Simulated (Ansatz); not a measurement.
Ansatz (a quantum-chemistry and plane-wave program) input (B3LYP-D3(BJ)/def2-TZVP):

Ansatz 0.2 input:
```yaml
crystal:
  periodic: [false, false, false]
  atoms:
    - {symbol: C, position_ang: [1.46871891, -0.10220435, -0.17749299]}
    - {symbol: C, position_ang: [0.20127381, -0.01291603, -0.01782906]}
    - {symbol: O, position_ang: [-1.06597145, 0.15715660, 0.07537202]}
    - {symbol: H, position_ang: [-1.49218478, -0.56653057, 0.56895620]}
basis:
  gaussian:
    orbitals: def2-TZVP
hamiltonian:
  xc: b3lyp
  dispersion: d3bj
magnetization: {spin_polarized: true, initial_magnetization: 1}
phonons: {temperatures: {t_min: 298.15, t_max: 298.15, t_step: 100}}
```

Output:

```
Functional definition: B3LYP
integrals: 0.02 GiB planned
555 factors; their error is unknown
mean field: 0.28 GiB planned
mean field evaluation 1: about -4129.8593 eV, gradient 2.8e1 eV
mean field evaluation 2: about -4128.9495 eV, gradient 3.0e1 eV
mean field evaluation 4: about -4133.4044 eV, gradient 1.9e0 eV
mean field evaluation 8: about -4133.4269 eV, gradient 2.4e-1 eV
mean field evaluation 16: about -4133.4271 eV, gradient 4.7e-4 eV
mean field evaluation 32: about -4132.8282 eV, gradient 5.7e0 eV
mean field -4133.42710003 eV, -151.9006441887 hartree, gradient 2.4e-5 eV, S^2 0.752339; 4 other end points of the search recorded, 0 dependent functions left out
the calculation of the forces begins
reference -4133.42729985 eV, -151.9006515317 hartree; 11, 10 occupied and 88, 89 virtual orbitals, 555 factors
these checks for a lower state are left out or cut short: stability, starts, cluster_reference, orbital_swaps, neighbouring_geometries, increment
integrals: 0.02 GiB planned
555 factors; their error is unknown
mean field: 0.28 GiB planned
mean field -4133.42692251 eV, -151.9006376650 hartree, gradient 1.4e-6 eV, S^2 0.752338; 0 other end points of the search recorded, 0 dependent functions left out
the calculation of the forces begins
reference -4133.42712232 eV, -151.9006450076 hartree; 11, 10 occupied and 88, 89 virtual orbitals, 555 factors
these checks for a lower state are left out or cut short: stability, starts, cluster_reference, orbital_swaps, neighbouring_geometries, increment
integrals: 0.02 GiB planned
555 factors; their error is unknown
mean field: 0.28 GiB planned
mean field -4133.42686341 eV, -151.9006354930 hartree, gradient 1.8e-6 eV, S^2 0.752341; 0 other end points of the search recorded, 0 dependent functions left out
the calculation of the forces begins
reference -4133.42706323 eV, -151.9006428362 hartree; 11, 10 occupied and 88, 89 virtual orbitals, 555 factors
these checks for a lower state are left out or cut short: stability, starts, cluster_reference, orbital_swaps, neighbouring_geometries, increment
integrals: 0.02 GiB planned
555 factors; their error is unknown
mean field: 0.28 GiB planned
mean field -4133.42709812 eV, -151.9006441182 hartree, gradient 3.0e-6 eV, S^2 0.752335; 0 other end points of the search recorded, 0 dependent functions left out
the calculation of the forces begins
reference -4133.42729790 eV, -151.9006514601 hartree; 11, 10 occupied and 88, 89 virtual orbitals, 555 factors
these checks for a lower state are left out or cut short: stability, starts, cluster_reference, orbital_swaps, neighbouring_geometries, increment
integrals: 0.02 GiB planned
555 factors; their error is unknown
mean field: 0.28 GiB planned
mean field evaluation 64: about -4133.4271 eV, gradient 1.4e-6 eV
mean field -4133.42709573 eV, -151.9006440304 hartree, gradient 1.4e-6 eV, S^2 0.752344; 0 other end points of the search recorded, 0 dependent functions left out
the calculation of the forces begins
reference -4133.42729557 eV, -151.9006513745 hartree; 11, 10 occupied and 88, 89 virtual orbitals, 555 factors
these checks for a lower state are left out or cut short: stability, starts, cluster_reference, orbital_swaps, neighbouring_geometries, increment
integrals: 0.02 GiB planned
555 factors; their error is unknown
mean field: 0.28 GiB planned
mean field -4133.42709048 eV, -151.9006438378 hartree, gradient 1.7e-6 eV, S^2 0.752332; 0 other end points of the search recorded, 0 dependent functions left out
the calculation of the forces begins
reference -4133.42729032 eV, -151.9006511814 hartree; 11, 10 occupied and 88, 89 virtual orbitals, 555 factors
these checks for a lower state are left out or cut short: stability, starts, cluster_reference, orbital_swaps, neighbouring_geometries, increment
[...]
mean field: 0.28 GiB planned
mean field -4133.42708259 eV, -151.9006435477 hartree, gradient 2.5e-6 eV, S^2 0.752331; 0 other end points of the search recorded, 0 dependent functions left out
the calculation of the forces begins
reference -4133.42728233 eV, -151.9006508880 hartree; 11, 10 occupied and 88, 89 virtual orbitals, 555 factors
these checks for a lower state are left out or cut short: stability, starts, cluster_reference, orbital_swaps, neighbouring_geometries, increment
integrals: 0.02 GiB planned
555 factors; their error is unknown
mean field: 0.28 GiB planned
mean field -4133.42709005 eV, -151.9006438217 hartree, gradient 1.5e-6 eV, S^2 0.752356; 0 other end points of the search recorded, 0 dependent functions left out
the calculation of the forces begins
reference -4133.42728981 eV, -151.9006511630 hartree; 11, 10 occupied and 88, 89 virtual orbitals, 555 factors
these checks for a lower state are left out or cut short: stability, starts, cluster_reference, orbital_swaps, neighbouring_geometries, increment
integrals: 0.02 GiB planned
555 factors; their error is unknown
mean field: 0.28 GiB planned
mean field -4133.42708881 eV, -151.9006437762 hartree, gradient 1.7e-6 eV, S^2 0.752326; 0 other end points of the search recorded, 0 dependent functions left out
the calculation of the forces begins
reference -4133.42728866 eV, -151.9006511207 hartree; 11, 10 occupied and 88, 89 virtual orbitals, 555 factors
these checks for a lower state are left out or cut short: stability, starts, cluster_reference, orbital_swaps, neighbouring_geometries, increment
integrals: 0.02 GiB planned
555 factors; their error is unknown
mean field: 0.28 GiB planned
mean field evaluation 128: about -4133.4269 eV, gradient 1.4e-6 eV
mean field -4133.42689988 eV, -151.9006368332 hartree, gradient 1.4e-6 eV, S^2 0.752336; 0 other end points of the search recorded, 0 dependent functions left out
the calculation of the forces begins
reference -4133.42709976 eV, -151.9006441786 hartree; 11, 10 occupied and 88, 89 virtual orbitals, 555 factors
these checks for a lower state are left out or cut short: stability, starts, cluster_reference, orbital_swaps, neighbouring_geometries, increment
integrals: 0.02 GiB planned
555 factors; their error is unknown
mean field: 0.28 GiB planned
mean field -4133.42692714 eV, -151.9006378350 hartree, gradient 1.4e-6 eV, S^2 0.752342; 0 other end points of the search recorded, 0 dependent functions left out
the calculation of the forces begins
reference -4133.42712688 eV, -151.9006451753 hartree; 11, 10 occupied and 88, 89 virtual orbitals, 555 factors
these checks for a lower state are left out or cut short: stability, starts, cluster_reference, orbital_swaps, neighbouring_geometries, increment
integrals: 0.02 GiB planned
555 factors; their error is unknown
mean field: 0.28 GiB planned
mean field -4133.42700309 eV, -151.9006406259 hartree, gradient 1.4e-6 eV, S^2 0.752337; 0 other end points of the search recorded, 0 dependent functions left out
the calculation of the forces begins
reference -4133.42720291 eV, -151.9006479695 hartree; 11, 10 occupied and 88, 89 virtual orbitals, 555 factors
these checks for a lower state are left out or cut short: stability, starts, cluster_reference, orbital_swaps, neighbouring_geometries, increment
integrals: 0.02 GiB planned
555 factors; their error is unknown
mean field: 0.28 GiB planned
mean field -4133.42700157 eV, -151.9006405703 hartree, gradient 1.4e-6 eV, S^2 0.752342; 0 other end points of the search recorded, 0 dependent functions left out
the calculation of the forces begins
reference -4133.42720137 eV, -151.9006479126 hartree; 11, 10 occupied and 88, 89 virtual orbitals, 555 factors
these checks for a lower state are left out or cut short: stability, starts, cluster_reference, orbital_swaps, neighbouring_geometries, increment
integrals: 0.02 GiB planned
555 factors; their error is unknown
mean field: 0.28 GiB planned
mean field -4133.42705906 eV, -151.9006426830 hartree, gradient 1.6e-6 eV, S^2 0.752332; 0 other end points of the search recorded, 0 dependent functions left out
the calculation of the forces begins
reference -4133.42725885 eV, -151.9006500253 hartree; 11, 10 occupied and 88, 89 virtual orbitals, 555 factors
these checks for a lower state are left out or cut short: stability, starts, cluster_reference, orbital_swaps, neighbouring_geometries, increment
integrals: 0.02 GiB planned
555 factors; their error is unknown
mean field: 0.28 GiB planned
mean field evaluation 160: about -4133.4271 eV, gradient 1.2e-4 eV
mean field -4133.42705622 eV, -151.9006425785 hartree, gradient 1.4e-6 eV, S^2 0.752347; 0 other end points of the search recorded, 0 dependent functions left out
the calculation of the forces begins
reference -4133.42725605 eV, -151.9006499222 hartree; 11, 10 occupied and 88, 89 virtual orbitals, 555 factors
these checks for a lower state are left out or cut short: stability, starts, cluster_reference, orbital_swaps, neighbouring_geometries, increment
integrals: 0.02 GiB planned
555 factors; their error is unknown
mean field: 0.28 GiB planned
mean field -4133.42704252 eV, -151.9006420751 hartree, gradient 1.4e-6 eV, S^2 0.752338; 0 other end points of the search recorded, 0 dependent functions left out
the calculation of the forces begins
reference -4133.42724228 eV, -151.9006494160 hartree; 11, 10 occupied and 88, 89 virtual orbitals, 555 factors
these checks for a lower state are left out or cut short: stability, starts, cluster_reference, orbital_swaps, neighbouring_geometries, increment
integrals: 0.02 GiB planned
555 factors; their error is unknown
mean field: 0.28 GiB planned
mean field -4133.42707379 eV, -151.9006432242 hartree, gradient 1.8e-6 eV, S^2 0.752340; 0 other end points of the search recorded, 0 dependent functions left out
the calculation of the forces begins
reference -4133.42727365 eV, -151.9006505691 hartree; 11, 10 occupied and 88, 89 virtual orbitals, 555 factors
these checks for a lower state are left out or cut short: stability, starts, cluster_reference, orbital_swaps, neighbouring_geometries, increment
integrals: 0.02 GiB planned
555 factors; their error is unknown
mean field: 0.28 GiB planned
mean field -4133.42701690 eV, -151.9006411337 hartree, gradient 1.4e-6 eV, S^2 0.752337; 0 other end points of the search recorded, 0 dependent functions left out
the calculation of the forces begins
reference -4133.42721665 eV, -151.9006484744 hartree; 11, 10 occupied and 88, 89 virtual orbitals, 555 factors
these checks for a lower state are left out or cut short: stability, starts, cluster_reference, orbital_swaps, neighbouring_geometries, increment
integrals: 0.02 GiB planned
555 factors; their error is unknown
mean field: 0.28 GiB planned
mean field -4133.42702114 eV, -151.9006412895 hartree, gradient 1.8e-6 eV, S^2 0.752341; 0 other end points of the search recorded, 0 dependent functions left out
the calculation of the forces begins
reference -4133.42722101 eV, -151.9006486346 hartree; 11, 10 occupied and 88, 89 virtual orbitals, 555 factors
these checks for a lower state are left out or cut short: stability, starts, cluster_reference, orbital_swaps, neighbouring_geometries, increment
integrals: 0.02 GiB planned
555 factors; their error is unknown
mean field: 0.28 GiB planned
mean field evaluation 192: about -4133.4192 eV, gradient 2.5e-1 eV
mean field -4133.42706667 eV, -151.9006429627 hartree, gradient 1.4e-6 eV, S^2 0.752339; 0 other end points of the search recorded, 0 dependent functions left out
the calculation of the forces begins
reference -4133.42726653 eV, -151.9006503072 hartree; 11, 10 occupied and 88, 89 virtual orbitals, 555 factors
these checks for a lower state are left out or cut short: stability, starts, cluster_reference, orbital_swaps, neighbouring_geometries, increment
integrals: 0.02 GiB planned
555 factors; their error is unknown
mean field: 0.28 GiB planned
mean field -4133.42705959 eV, -151.9006427025 hartree, gradient 1.4e-6 eV, S^2 0.752339; 0 other end points of the search recorded, 0 dependent functions left out
the calculation of the forces begins
reference -4133.42725936 eV, -151.9006500438 hartree; 11, 10 occupied and 88, 89 virtual orbitals, 555 factors
WARN: phonons: modes at or below zero, which the zero-point energy, F, S and C_V leave out: 1, the lowest at -25.06 cm⁻¹ …
Total energy: -4133.50775980 eV, -151.9036083804 hartree
Atom 0 at     1.468719    -0.102204    -0.177493 Å, force     0.000166     0.000042    -0.000204 eV/Å
Atom 1 at     0.201274    -0.012916    -0.017829 Å, force    -0.000233    -0.000044     0.000366 eV/Å
Atom 2 at    -1.065971     0.157157     0.075372 Å, force     0.000113    -0.000045    -0.000140 eV/Å
Atom 3 at    -1.492185    -0.566531     0.568956 Å, force    -0.000046     0.000047    -0.000022 eV/Å
Dipole moment:    -0.899800    -0.205961     0.271191 e Å
Vibrations: -25.06 318.15 1072.36 1250.21 2016.12 3630.46 cm⁻¹, zero-point energy 0.513747 eV
```

It need not be the lowest isomer of its formula.
